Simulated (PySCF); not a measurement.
# Computed NMR parameters against published values

Mapped SMILES: `[CH3:1][CH:2]([CH3:3])[c:4]1[cH:5][cH:6][cH:7][cH:8][cH:9]1`. Hydrogens are named by the atom that carries them.

PySCF 2.14.0 with density-fitted response routines calculation with shieldings: GIAO HF/pcSseg-1 and geometry from PBE0-D3(BJ)/def2-SVP; no solvent, one averaged value for each set of equivalent atoms, one conformer, no relativistic terms.

Reference values: estimated from measurements, as parent shift plus tabulated substituent increment (solution, not stated per compound (mostly CDCl3 or CCl4); Pretsch, Buehlmann, Badertscher, Structure Determination of Organic Compounds, 4th ed. (2009)).
| atoms | quantity | reference | computed | computed, scaled |
| --- | --- | --- | --- | --- |
| C6/C8 | δ 13C | 128.2 | 136.7 | 129.2 |
| C5/C9 | δ 13C | 126.3 | 133.9 | 126.5 |
| C7 | δ 13C | 125.7 | 133.1 | 125.8 |
| H(C6)/H(C8) | δ 1H | 7.26 | 7.49 | – |
| H(C5)/H(C9) | δ 1H | 7.21 | 7.36 | – |
| H(C7) | δ 1H | 7.16 | 7.34 | – |

Reference values: measured (solution, not stated per compound (mostly CDCl3 or CCl4); Pretsch, Buehlmann, Badertscher, Structure Determination of Organic Compounds, 4th ed. (2009)).
```tsv
atoms	quantity	reference	computed	computed, scaled
C2	δ 13C	34.3	32.6	32.9
C1/C3	δ 13C	24.0	25.6	26.4
H(C2)	δ 1H	2.89	2.23	–
H(C1)/H(C3)	δ 1H	1.25	1.23	–
```

Computed shifts are σ(ref) − σ with the named reference compound (TMS for H and C) calculated as an isolated molecule at the same level. The measured values may be among those fitted. Scaled to experiment by linear calibration (H and C: mostly CDCl3 data, vs TMS): 13C: δ = 179.24 − 0.925σ (rms 2.1 ppm, 47 shifts, 3.7 ppm with the 4 outliers that the fit left out). A few per cent of atoms miss by over 2 rms, more outside the fitted compound classes.

Task: How far are the unscaled 13C shifts from the references?

Result: Mean signed difference +4.68 ppm, mean absolute 5.36 ppm over 5 comparisons; the largest is +8.5 ppm at C6/C8 (aromatic CH).

Task: How far are the unscaled 1H shifts from the references?

Result: Mean signed difference -0.02 ppm, mean absolute 0.25 ppm over 5 comparisons; the largest is -0.66 ppm at H(C2) (hydrogen on an sp3 CH on an aromatic ring).

10 of the 14 published NMR values on file for this molecule are compared. The rest: values from further sources.
